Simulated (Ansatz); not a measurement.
Isolated molecules relaxed with PBE0-D4/def2-TZVP in Ansatz; ΔE leaves out vibrations. CCSD(T)/CBS adds triple-zeta CCSD(T) − MP2 to the extrapolated MP2 energy (def2 sets, frozen cores). DFT in def2-TZVPP. HSE06 is defined as in plane-wave codes. For Br, Zn outer-core shells are correlated without core-valence functions, which leaves a few kJ/mol of doubt a bond. Scalar relativity is left out up to krypton. One conformer a species, not always the lowest.

`[NH2][Zn][Br]` + `O[SiH3]` → `[NH2][Zn][O][SiH3]` + HBr  (ligand exchange at a Zn–Br bond)

| level | ΔE (kcal/mol) |
| --- | --- |
| HSE06-D4 | 22.4 |
| B2PLYP | 20.2 |

(1) What does CCSD(T)/CBS give? (Estimate.)

Largest T1 diagnostic among the species: 0.015.

Answers

(1) The calculation gave: +21.0 kcal/mol. The listed levels differ from it by 1.4, -0.8 kcal/mol.

In def2-TZVPP, CCSD(T) changes the Hartree–Fock value by −6.3 kcal/mol (the triples alone add −0.6 kcal/mol) and MP2 by −6.3 kcal/mol. Leaving LDA and LC-ωPBE aside and taking each functional with its dispersion term where it has one, the values, not all of them listed here, spread over 3.8 kcal/mol, from BLYP-D4 to r2SCAN0-D4. LDA lies −1.2 kcal/mol from PBE without D4.
